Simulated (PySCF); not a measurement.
A PySCF script (with the pyscf-properties extension) for the NMR shieldings of `[CH2]([SiH3])[Al]1[O]C[SiH2][O]1`, C2H9AlO2Si2, on a GFN2-xTB geometry:

```python
import basis_set_exchange as bse
import numpy as np
from pyscf import gto, dft
from pyscf.prop import nmr

atoms = """
Si    2.999718    0.181233    0.266882
C     1.759052   -1.257785    0.152037
Al   -0.079137   -0.569230    0.167574
O    -1.618758   -1.274794    0.101305
C    -2.749961   -0.400577    0.136615
Si   -2.086432    1.418605    0.253590
O    -0.489392    1.110734    0.261539
H     2.820219    0.910198    1.525502
H     2.846869    1.077743   -0.882452
H     4.362903   -0.376565    0.242671
H     1.910556   -1.838335   -0.759839
H     1.882474   -1.952565    0.984560
H    -3.342017   -0.578750   -0.765382
H    -3.367410   -0.681748    0.994310
H    -2.408779    2.191350   -0.943455
H    -2.447504    2.049431    1.520617
"""
names = dict.fromkeys(["Si", "C", "Al", "O", "H"], "pcSseg-1")
basis = {el: gto.basis.parse(bse.get_basis(n, elements=[el], fmt="nwchem")) for el, n in names.items()}
mol = gto.M(atom=atoms, basis=basis, charge=0, verbose=0)
mf = dft.RKS(mol, xc="PBE0")
mf.grids.level = 2
mf.grids.alignment = dft.numint.BLKSIZE   # the property module wants whole blocks of grid points
mf.conv_tol = 1e-9
mf.kernel()

calc = nmr.RKS(mf)   # GIAO
C = mf.mo_coeff
Co = C[:, mf.mo_occ > 0]
resp = mf.gen_response(singlet=True, hermi=2)
def vind(x):   # induced exchange potential for any number of trial vectors
    d = np.einsum("pi,xij,qj->xpq", C, 2 * x.reshape(-1, C.shape[1], Co.shape[1]), Co, optimize=True)
    return np.einsum("xpq,pi,qj->xij", resp(d - d.transpose(0, 2, 1)), C, Co, optimize=True).ravel()
mo1, _ = nmr.rhf.solve_mo1(calc, with_cphf=vind)
sigma = calc.kernel(mo1)
for i, s in enumerate(sigma):   # ppm
    w = np.linalg.eigvalsh((s + s.T) / 2)
    print("%2d %-2s iso %8.1f  s11 %8.1f  s22 %8.1f  s33 %8.1f" % (i, mol.atom_pure_symbol(i), w.mean(), *w))
```

Task: Give the expected output.

Result: 
```
 0 Si iso    421.9  s11    398.2  s22    404.1  s33    463.3
 1 C  iso    209.8  s11    205.3  s22    210.0  s33    214.1
 2 Al iso    405.5  s11    324.8  s22    355.6  s33    536.2
 3 O  iso    293.4  s11    179.3  s22    348.5  s33    352.5
 4 C  iso    129.8  s11     96.8  s22    105.7  s33    186.8
 5 Si iso    371.2  s11    336.2  s22    352.7  s33    424.8
 6 O  iso    275.8  s11    182.3  s22    320.7  s33    324.3
 7 H  iso     27.6  s11     24.0  s22     26.3  s33     32.4
 8 H  iso     27.6  s11     24.0  s22     26.4  s33     32.4
 9 H  iso     27.4  s11     23.5  s22     25.2  s33     33.5
10 H  iso     32.1  s11     26.5  s22     28.9  s33     41.0
11 H  iso     32.2  s11     26.5  s22     28.9  s33     41.0
12 H  iso     27.6  s11     23.3  s22     25.5  s33     34.1
13 H  iso     27.6  s11     23.3  s22     25.5  s33     34.1
14 H  iso     26.6  s11     23.2  s22     24.1  s33     32.3
15 H  iso     26.6  s11     23.2  s22     24.1  s33     32.3
```

These numbers come from an equivalent density-fitted implementation of the same equations, which agrees with the script to about 0.01 ppm for H and up to a few tenths of a ppm for heavy atoms, so last digits may differ.

Size and cost of the density-fitted run: 185 basis functions, 50 s wall time on 1 thread of an Arm Neoverse N1, shared host.
